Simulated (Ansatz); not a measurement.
A structure relaxed at B3LYP-D4/def2-SVP in Ansatz, charge 0, singlet:

```xyz
8

Sn    0.461    1.343   -0.921
Sn    0.524   -0.856    1.723
O     0.171    1.242    1.260
O    -1.560   -0.712   -0.597
O     1.649    0.891    1.330
O    -1.460    0.517   -1.293
O     0.697   -0.900   -0.479
O    -0.484   -1.525   -1.023
```

(1) Give its formula.

(2) Summarise the bond lengths by kind (pairs closer than 1.2 times the sum of covalent radii, bridged metal pairs left out).

## Answers

(1) the cluster Sn₂O₆.

(2) 6 × O–Sn 2.12 to 2.30 Å; 4 × O–O 1.41 to 1.52 Å.

In the def2 sets Sn takes a core potential; there is no spin–orbit coupling. The structure holds 4 bonds between oxygen atoms, so isomers without such links may lie far lower. Another isomer (singlet) lies 0.40 eV lower at PBE0-D4/def2-TZVP; other spin states weren't run for this one.
